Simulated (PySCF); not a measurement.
```xyz
11

C     -1.5431    -0.2808     0.2215
N     -0.2028    -0.4717     0.7294
Si     1.2361    -0.1156    -0.1131
O      1.7820     1.4432    -0.0893
H     -1.5192    -0.2736    -0.8713
H     -2.2036    -1.0998     0.5227
H     -2.0022     0.6608     0.5483
H     -0.1598    -0.5763     1.7308
H      0.9729    -0.5054    -1.5254
H      2.3325    -0.8713     0.5311
H      1.3070     2.0905    -0.6118
```

Charge 0, multiplicity 1.

Problem. Give the Mulliken and meta-Löwdin atomic charges from PBE0-D4/def2-TZVP in PySCF 2.14.0.

Solution. 
```csv
atom,Mulliken (e),meta-Löwdin (e)
C1,-0.27,-0.23
N2,-0.42,-0.59
Si3,0.41,0.94
O4,-0.52,-0.77
H5,0.13,0.12
H6,0.13,0.11
H7,0.12,0.10
H8,0.22,0.23
H9,-0.06,-0.14
H10,-0.04,-0.12
H11,0.32,0.35
```
